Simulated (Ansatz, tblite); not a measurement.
Cost and result up the ladder for TaSCl₃ (5 atoms). Total charge 0; singlet. Geometry: r2SCAN-D4/def2-SVP.

```xyz
5

Ta    0.000   -0.005    0.010
S     0.130    1.045   -1.864
Cl   -1.865   -1.332   -0.061
Cl   -0.162    1.557    1.676
Cl    1.898   -1.264    0.239
```

Ansatz on 4 threads of Arm Neoverse V1 on a shared host; xTB runs through tblite on one thread. Times are rough, summed over both states, and most runs start from the orbitals of an earlier one. PBE0-D4/def2-TZVP serves as the yardstick here, not as an exact answer. The other state is a doublet.

In the def2 sets Ta takes a core potential; there is no spin–orbit coupling. The xTB rows come from tblite.

Raw xTB energies of ions are shifted by several eV.

| level | functions | vertical IE (eV) | difference from PBE0-D4/def2-TZVP (eV) |
| --- | --- | --- | --- |
| GFN2-xTB | 45 | 14.05 | 3.92 |
| r2SCAN-D4/def2-TZVP | 188 | 10.06 | -0.07 |
| GFN1-xTB | 45 | 15.01 | 4.88 |
| PBE-D4/def2-TZVP | 188 | 9.92 | -0.21 |
| PBE0-D4/def2-TZVP | 188 | 10.13 | 0.00 |

(1) Estimate how long each takes.

Answers

(1) GFN1-xTB 0.014 s; GFN2-xTB 0.017 s; PBE-D4/def2-TZVP 16 s; PBE0-D4/def2-TZVP 33 s; r2SCAN-D4/def2-TZVP 43 s. On shared hardware such times vary by a factor of up to 3.
